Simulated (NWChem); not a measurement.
C2H7BeNO; SMILES C[N](C)[Be][OH]

```xyz
12

Be     0.0308    -1.0536     0.0000
O      0.0535    -2.4869     0.0000
H     -0.7016    -3.0917     0.0000
N      0.0248     0.4579     0.0000
C      0.0009     1.2569     1.2087
C      0.0009     1.2569    -1.2087
H     -0.9153     1.8953     1.2757
H      0.8770     1.9487     1.2746
H      0.0216     0.6125     2.1122
H      0.8770     1.9487    -1.2746
H     -0.9153     1.8953    -1.2757
H      0.0216     0.6125    -2.1122
```
Atoms are numbered in this order, from 1.

Program: NWChem. Pople sets run with spherical d functions. Geometry: optimised at PBE-D3(BJ)/def2-SVP. Total energies compare along this basis series because the functional is fixed.

```csv
level,basis functions,energy (Ha),highest occupied level (eV),orbital gap (eV),dipole (D)
PBE/STO-3G,32,-222.0327,-2.14,5.98,1.06
PBE/3-21G,59,-223.7008,-4.33,4.78,1.46
PBE/6-31G*,84,-224.9174,-4.54,4.86,1.25
PBE/6-31+G*,104,-224.9325,-4.84,3.87,1.38
PBE/6-311G**,132,-224.9972,-4.75,4.36,1.26
PBE/6-311++G**,159,-225.0032,___,3.89,1.30
```

Some entries are withheld; supply them.


- PBE/6-311++G**, highest occupied level (eV): -4.89
